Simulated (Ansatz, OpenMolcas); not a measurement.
A ladder of methods for GeSe (Germanium monoselenide)

GeSe: 2 atoms, total charge 0, spin state singlet. SMILES: `[Ge-]#[Se+]`. Geometry: the measured bond length.

```
atom   x (Å)   y (Å)   z (Å)
  Ge  0.0000  0.0000  0.0000
  Se  0.0000  0.0000  2.1346
```

Quantity: the energy change with the Ge1–Se2 bond stretched from 2.135 to 2.455 Å, in eV. The values are calculated.

```json
{"level": "BLYP/aug-cc-pVTZ (restricted)", "kind": "GGA", "program": "OpenMolcas", "value (eV)": "0.48"}
{"level": "PBE/aug-cc-pVTZ (restricted)", "kind": "GGA", "program": "Ansatz", "value (eV)": "0.59"}
{"level": "B3LYP/aug-cc-pVTZ (restricted)", "kind": "global hybrid", "program": "OpenMolcas", "value (eV)": "?"}
{"level": "M06-2X/aug-cc-pVTZ (restricted)", "kind": "hybrid meta-GGA", "program": "OpenMolcas", "value (eV)": "0.81"}
{"level": "PBE0/aug-cc-pVTZ (restricted)", "kind": "global hybrid", "program": "OpenMolcas", "value (eV)": "0.80"}
{"level": "r2SCAN0/aug-cc-pVTZ (restricted)", "kind": "hybrid meta-GGA", "program": "Ansatz", "value (eV)": "?"}
{"level": "CAM-B3LYP/aug-cc-pVTZ (restricted)", "kind": "range-separated hybrid", "program": "Ansatz", "value (eV)": "0.88"}
{"level": "MP2/aug-cc-pVTZ (restricted)", "kind": "perturbation theory", "program": "OpenMolcas", "value (eV)": "0.79"}
```

Q: Estimate what the levels marked ? give.

A: As computed at these levels: B3LYP/aug-cc-pVTZ (restricted): 0.67 eV; r2SCAN0/aug-cc-pVTZ (restricted): 0.89 eV. All-electron rows without a relativistic Hamiltonian named are non-relativistic. The first shape isn't each level's own minimum. The values span 0.48 to 0.89 eV. In the correlated wave-function rows the outer d shell of Ge, Se is correlated, in sets not made for it.
